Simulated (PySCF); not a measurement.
**Diatomic anions of F with group 12**

CCSD(T) with double-zeta basis sets in PySCF, for the lowest determinant that a PBE0 search found; no spin–orbit coupling. De refers to high-spin ground-configuration atoms (the charge goes to the atom of lower measured ionisation energy or higher electron affinity, which is not always the lowest computed limit).

| M | basis | reference, frozen orbitals | charged atom | state (unpaired electrons) | Re (Å) | ωe (cm⁻¹) | De (eV) |
| --- | --- | --- | --- | --- | --- | --- | --- |
| Zn | def2-SVPD | RHF, 6 | F− | singlet (closed shell) | 1.940 | 411 | 1.72 |
| Cd | def2-SVPD | RHF, 1 | F− | singlet (closed shell) | 2.192 | 336 | 1.31 |
| Hg | def2-SVPD | RHF, 1 | F− | singlet (closed shell) | 2.394 | 241 | 0.79 |

The shortest bond is that of ZnF⁻ (1.940 Å), the longest that of HgF⁻ (2.394 Å). ZnF⁻ is bound most strongly (1.72 eV) and HgF⁻ least (0.79 eV).

Down a group the atoms grow and get heavier, so bonds lengthen and wavenumbers fall; this series shows no clear exception.

Correlated steps freeze the inner cores (1 to 6 orbitals); shallow outer-core shells are correlated. Correlated levels converge slowly with the basis: in double zeta they bind strong bonds too weakly, by up to about 1 eV, and carry superposition errors of some tenths. Spin–orbit coupling is left out. For an ion De counts to the pair picked by the measured ionisation energies or electron affinities, which need not be the lowest pair at this level. The CCSD T1 diagnostic is raised in HgF⁻, a sign that a single reference may not be enough there.
